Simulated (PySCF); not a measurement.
**Which orbitals make which state**

C₅H₆FNO.
InChI=1S/C5H6FNO/c1-4-2-5(3-6)7-8-4/h2H,3H2,1H3

Theory: TDDFT CAM-B3LYP/def2-SVPD, vertical, gas phase, core orbitals frozen in the response in PySCF. Isolated species at its GFN2-xTB geometry (one conformer only). Torsions of this conformer, `[CH3:1][c:2]1[cH:3][c:4]([CH2:5][F:6])[n:7][o:8]1`: C3–C4–C5–F6 -24°.

Orbital energies (eV): HOMO-3 -11.89, HOMO-2 -10.23, HOMO-1 -9.88, HOMO -8.87, LUMO 0.62, LUMO+1 1.18, LUMO+2 1.62.

Q: Among the lowest singlets, which states do these configurations lead, and at what energies: HOMO→LUMO, HOMO→LUMO+2, HOMO-2→LUMO?

A: 

| state | leading configuration | weight | Δε (eV) | E (eV) | E − Δε (eV) | f | other configurations |
| --- | --- | --- | --- | --- | --- | --- | --- |
| S1 | HOMO→LUMO | 0.92 | 9.49 | 6.42 | -3.06 | 0.188 | – |
| S2 | HOMO-2→LUMO | 0.95 | 10.85 | 6.56 | -4.29 | 0.0068 | – |
| S5 | HOMO→LUMO+2 | 0.72 | 10.49 | 7.95 | -2.54 | 0.115 | H-1→L (8%) |

E − Δε runs from -4.29 to -2.54 eV. By orbital difference alone the order would be S1, S5, S2. Δε is the difference of the two orbital energies.

H and L stand for HOMO and LUMO. The other states: S3 7.08 eV, f 0.0096, H-1→L (47%), H→L+1 (34%); S4 7.19 eV, f 0.017, H→L+1 (57%), H-1→L (25%); S6 8.17 eV, f 0.079, H→L+3 (38%), H-1→L+1 (32%); S7 8.22 eV, f 0.121, H→L+3 (35%), H-1→L+1 (26%); S8 8.41 eV, f 0.056, H→L+4 (74%).

Q: Pair triplets and singlets of the same leading configuration (75% or more in both) and give the splittings.

A: 

```tsv
configuration	triplet	E(T) (eV)	singlet	E(S) (eV)	E(S) − E(T) (eV)
HOMO→LUMO	T1	4.21	S1	6.42	+2.21
HOMO-2→LUMO	T3	5.68	S2	6.56	+0.88
```

The 3 triplets are Tamm–Dancoff values, the singlets full response.

Summed over the main configurations (up to three a state, each over 8%) of all 8 singlets, the electron leaves HOMO with weight 4.01, HOMO-1 with weight 1.39 and HOMO-2 with weight 0.95.
